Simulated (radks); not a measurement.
Numerical settings for the strontium ion Sr+, [Kr] 5s1. All-electron calculation, Dirac Kohn-Sham, PBE, spin-unpolarised, spherical densities, point nucleus. Program: a radial shooting solver on a logarithmic mesh with Libxc functionals. The defaults (mesh step 0.008 in ln r, mesh end at 40 bohr or more with all orbitals vanishing there, Anderson mixing 0.5 over 9 steps, residual threshold near 1e-9 with the energy settled to 1e-9 hartree or 1e-11 of itself, here a cap of 68 iterations) give E = -3179.5813 hartree and 5s1/2 at -8.347 eV in 14 iterations. Times are rough (one thread of a shared host). Changes against that run (0 stands for a change within the tolerance of the run):

mesh step in ln r 0.012: iterations 14; converged yes; E (mhartree) 0; e(5s1/2) (meV) 0; CPU (s) 0.11
mesh step in ln r 0.02: iterations 14; converged yes; E (mhartree) 0; e(5s1/2) (meV) 0; CPU (s) 0.07
mesh step in ln r 0.08: iterations 2; converged no; E (mhartree) diverged; CPU (s) 0.02
mesh end (bohr) 12: iterations 14; converged yes; E (mhartree) +0.0385; e(5s1/2) (meV) +3.16; CPU (s) 0.14
mesh end (bohr) 5: iterations 14; converged yes; E (mhartree) +131; e(5s1/2) (meV) +4.38e+03; CPU (s) 0.13
residual threshold 0.01: iterations 9; converged yes; E (mhartree) 0; e(5s1/2) (meV) +0.689; CPU (s) 0.11
residual threshold 0.1: iterations 9; converged yes; E (mhartree) 0; e(5s1/2) (meV) +0.689; CPU (s) 0.11
mixing 1: iterations 12; converged yes; E (mhartree) 0; e(5s1/2) (meV) 0; CPU (s) 0.13
linear mixing, mixing 0.05: iterations 68; converged no; E (mhartree) +0.0751; e(5s1/2) (meV) -111; CPU (s) 0.59
linear mixing, mixing 0.5: iterations 30; converged yes; E (mhartree) 0; e(5s1/2) (meV) 0; CPU (s) 0.24
mixing history 20: iterations 21; converged yes; E (mhartree) 0; e(5s1/2) (meV) 0; CPU (s) 0.2
iteration cap 5: iterations 5; converged no; E (mhartree) +0.241; e(5s1/2) (meV) +47.4; CPU (s) 0.06

Settings that end as converged yet miss the energy by more than 1 mhartree: mesh end (bohr) 5 (+0.131 hartree). A mesh that ends early acts as a hard wall.
